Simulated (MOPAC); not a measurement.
MOPAC input (PM7):

```
PM7 1SCF GEO-OK AUX(PRECISION=9) THREADS=1
BF

B    -0.00000000 1   -0.00000000 1   -0.81316200 1
F     0.00000000 1    0.00000000 1    0.45175700 1
```

From the output:

```
                                                       MOPAC v23.2.5 Linux

          FINAL HEAT OF FORMATION =          5.96029 KCAL/MOL =      24.93785 KJ/MOL

          COSMO AREA              =         60.90 SQUARE ANGSTROMS
          COSMO VOLUME            =         43.42 CUBIC ANGSTROMS

          IONIZATION POTENTIAL    =          9.782913 EV
          HOMO LUMO ENERGIES (EV) =         -9.783 -1.827
          NO. OF FILLED LEVELS    =          5
          MOLECULAR WEIGHT        =         29.8084         POINT GROUP:  C*v

          MOLECULAR DIMENSIONS (Angstroms)

            Atom       Atom       Distance
            F     2    B     1     1.26492
            F     2    B     1     0.00000
            B     1    F     2     0.00000

          SCF CALCULATIONS        =          1

   ATOM   CHEMICAL          X               Y               Z
  NUMBER   SYMBOL      (ANGSTROMS)     (ANGSTROMS)     (ANGSTROMS)

     1       B         -0.00000000  *  -0.00000000  *  -0.81316200  *
     2       F          0.00000000  *   0.00000000  *   0.45175700  *

                             CARTESIAN COORDINATES

   1    B       -0.000000000    -0.000000000    -0.813162000
   2    F        0.000000000     0.000000000     0.451757000

           Empirical Formula: B F  =     2 atoms

      MOLECULAR POINT GROUP   :   C*v

                  EIGENVALUES
 -41.04642 -16.67961 -16.60534 -15.33038  -9.78291  -1.82745  -0.81862   4.24990

              NET ATOMIC CHARGES AND DIPOLE CONTRIBUTIONS

  ATOM NO.   TYPE          CHARGE      No. of ELECS.   s-Pop       p-Pop
    1          B           0.145793        2.8542     0.18118     2.67303
    2          F          -0.145793        7.1458     1.93195     5.21385
 DIPOLE           X         Y         Z       TOTAL
 POINT-CHG.     0.000     0.000    -0.886     0.886
 HYBRID        -0.000     0.000    -1.547     1.547
 SUM           -0.000     0.000    -2.433     2.433

          ATOMIC ORBITAL ELECTRON POPULATIONS

     Atom    s        px        py        pz
    1  B   0.18118   2.00000   0.25994   0.41310
    2  F   1.93195   2.00000   1.74006   1.47378

 **********************
 *                    *
 * JOB ENDED NORMALLY *
 *                    *
 **********************

 == MOPAC DONE ==
```

The geometry given is a B3LYP-D3(BJ)/def2-TZVP minimum.
